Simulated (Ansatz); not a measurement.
Consider the formal exchange of groups at a B–Si bond: `[SiH3]B[SiH2][SiH3]` + BH₃ → `BB[SiH3]` + `[SiH3][SiH3]`.

Isolated molecules relaxed with PBE0-D4/def2-TZVP in Ansatz; ΔE leaves out vibrations. CCSD(T)/CBS is the MP2 limit (def2-TZVPP, def2-QZVPP) plus CCSD(T) − MP2 in def2-TZVPP, frozen cores. This one scheme is used for every species. Functionals use def2-TZVPP. B3LYP here is the variant with VWN-RPA as its local correlation; programs differ in this. Each species was taken in one conformer, which may not be the lowest.

`[SiH3]B[SiH2][SiH3]`:

```xyz
13

Si    0.087   -1.931   -1.293
B    -0.705   -1.028    0.313
Si    0.345    0.232    1.413
Si   -0.054    2.200    0.170
H    -0.823   -1.944   -2.472
H     0.324   -3.349   -0.882
H     1.395   -1.356   -1.712
H    -1.867   -1.187    0.551
H     1.817    0.008    1.396
H    -0.107    0.472    2.811
H     0.713    3.330    0.759
H     0.376    2.012   -1.241
H    -1.501    2.540    0.186
```

BH₃:

Z-matrix (Å, degrees):
```
B
H 1 1.193
H 1 1.193 2 120.0
H 1 1.193 2 120.0 3 180.0
```

`BB[SiH3]`:

Z-matrix (Å, degrees):
```
Si
B 1 2.026
H 1 1.490 2 108.6
H 1 1.490 2 108.5 3 117.8
H 1 1.487 2 114.8 3 -121.1
B 2 1.608 1 116.2 3 121.3
H 2 1.197 1 115.0 3 -58.7
H 6 1.201 2 121.8 1 86.8
H 6 1.201 2 121.8 1 -86.9
```

`[SiH3][SiH3]`:

Z-matrix (Å, degrees):
```
Si
Si 1 2.338
H 1 1.488 2 110.3
H 1 1.488 2 110.3 3 120.0
H 1 1.488 2 110.3 3 -120.0
H 2 1.488 1 110.3 3 59.9
H 2 1.488 1 110.3 3 179.9
H 2 1.488 1 110.3 3 -60.1
```

| level | ΔE (kcal/mol) | difference from CCSD(T)/CBS |
| --- | --- | --- |
| PBE-D4 | -6.6 | -2.2 |
| PBE0-D4 | -5.8 | -1.4 |
| B3LYP-D4 | -6.0 | -1.6 |
| ωB97X-V | -5.9 | -1.5 |
| B2PLYP | -6.2 | -1.8 |
| PBE | -7.9 | -3.5 |
| r2SCAN | -7.3 | -2.9 |
| PBE0 | -7.0 | -2.6 |
| B3LYP | -8.0 | -3.6 |
| HF/def2-TZVPP | -6.1 | -1.7 |
| MP2/def2-TZVPP | -3.6 | 0.8 |
| SCS-MP2/def2-TZVPP | -3.9 | 0.5 |
| CCSD/def2-TZVPP | -4.7 | -0.3 |
| CCSD(T)/def2-TZVPP | -4.2 | 0.2 |
| MP2/def2-QZVPP | -3.8 | 0.6 |
| SCS-MP2/def2-QZVPP | -4.1 | 0.3 |
| CCSD(T)/CBS | -4.4 | 0 |

Largest T1 diagnostic among the species: 0.015.

From PBE to PBE0 (25 % exact exchange), in def2-TZVPP and without D4, ΔE moves by +0.9 kcal/mol. In def2-TZVPP, CCSD(T) changes the Hartree–Fock value by +1.9 kcal/mol (the triples alone add +0.5 kcal/mol) and MP2 by +2.4 kcal/mol.
